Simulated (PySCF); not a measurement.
B(F)(H)(SiH3), SMILES FB[SiH3] (H₄BFSi), B3LYP/def2-SVP optimised geometry.

```
7

B     -0.98    -0.17     0.00
F     -1.66     0.96     0.00
H     -1.63    -1.20     0.00
Si     1.07    -0.17     0.00
H      1.56    -0.93    -1.20
H      1.56    -0.90     1.22
H      1.66     1.20    -0.02
```

Density from B3LYP/def2-TZVP (PySCF) at that geometry.

Minimum of the electron density along straight lines between bonded atoms, close to the bond critical point (lines longer than 1.1 times the sum of covalent radii, or with two minima, are not listed):

```tsv
bond	length / Å	ρ at the minimum / e bohr⁻³	∇²ρ there / e bohr⁻⁵	position (fraction from the first atom)
B1–F2	1.324	___	___	0.34
B1–H3	1.214	0.186	-0.48	0.44
B1–Si4	2.042	0.111	___	0.62
Si4–H5	1.497	0.117	0.15	0.49
Si4–H6	1.497	0.117	0.15	0.49
Si4–H7	1.493	0.119	0.15	0.49
```

**Question.** What belongs in the gaps?

**Answer.** 
- B1–F2, ρ at the minimum / e bohr⁻³: 0.201
- B1–F2, ∇²ρ there / e bohr⁻⁵: 1.26
- B1–Si4, ∇²ρ there / e bohr⁻⁵: -0.07
